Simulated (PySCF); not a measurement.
## Diatomic anions of Be with group 13

PBE with double-zeta basis sets in PySCF, for the lowest determinant that a PBE0 search found; no spin–orbit coupling. De refers to high-spin ground-configuration atoms (the charge goes to the atom of lower measured ionisation energy or higher electron affinity, which is not always the lowest computed limit). A positive dipole points towards Be; it is taken about the centre of mass and depends on that origin.

| M | basis | charged atom | state (unpaired electrons) | Re (Å) | ωe (cm⁻¹) | De (eV) | μ (D) |
| --- | --- | --- | --- | --- | --- | --- | --- |
| Al | aug-pcseg-1 | Al− | triplet (π ↑↑) | 2.319 | 447 | 1.53 | -1.79 |
| Ga | aug-cc-pVDZ-DK | Ga− | triplet (π ↑↑) | 2.277 | 407 | 1.56 | -3.79 |
| In | aug-cc-pVDZ/aug-cc-pVDZ-PP | In− | triplet (π ↑↑) | 2.448 | 365 | 1.39 | -4.44 |
| Tl | aug-cc-pVDZ/aug-cc-pVDZ-PP | Tl− | triplet (π ↑↑) | 2.465 | 344 | 1.33 | -5.14 |

The shortest bond is that of BeGa⁻ (2.277 Å), the longest that of BeTl⁻ (2.465 Å).

The rows differ in basis set, which adds steps of its own.

Down a group the atoms grow and get heavier, so bonds lengthen and wavenumbers fall; the exceptions here are the shorter bond at Ga.

Spin–orbit coupling is left out, which matters for elements this heavy, above all for dissociation energies. For an ion De counts to the pair picked by the measured ionisation energies or electron affinities, which need not be the lowest pair at this level. The highest Kohn–Sham level is positive in some of these anions. Much of that is self-interaction error, but it also means that the finite basis helps to hold the extra electron. States were picked by a PBE0 search and need not be the measured ground states.
